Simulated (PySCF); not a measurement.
Mapped SMILES: `[CH3:1][O:2][SiH2:3][CH2:4][C:5]([Cl:6])=[C:7]=[O:8]`; H(Xn) means a hydrogen on atom n.

- shielding tensors at PBE0/pcSseg-1 (GIAO)
- structure optimised with GFN2-xTB
- run in PySCF
- no solvent model, rapidly exchanging positions averaged, no relativistic terms, single conformer

Predict the 2D correlation tables (HSQC, COSY, HMBC).

## Answers



HSQC (one-bond C–H):
| δH | δC |
| --- | --- |
| 3.81 (H(C1)) | 54.3 (C1) |
| 2.00 (H(C4)) | 16.7 (C4) |

COSY cross peaks (H two or three bonds apart, from the bond graph; peaks can be absent where the dihedral angle is near 90°):
| δH | δH |
| --- | --- |
| 5.03 (H(Si3)) | 2.00 (H(C4)) |

HMBC (two and three bonds, from the bond graph):
| δH | δC |
| --- | --- |
| 5.03 (H(Si3)) | 62.4 (C5), 54.3 (C1), 16.7 (C4) |
| 2.00 (H(C4)) | 224.2 (C7), 62.4 (C5) |

Scale: 1H (σref 31.72), 13C (σref 186.93) against TMS (reference shieldings calculated alike).

Carbons that carry Cl, above all several Cl atoms, come out too deshielded, partly because spin–orbit coupling is missing. Shifts are as computed. Against solution values, carbons near 30 ppm lie about +3 ppm off and those near 130 ppm about +5 ppm; carbons on Cl a further +6 ppm. Of 1309 compounds with measured shifts, 239 miss one by over three times the rms of a fit or turn the order of signals round; such compounds aren't used in these exercises.
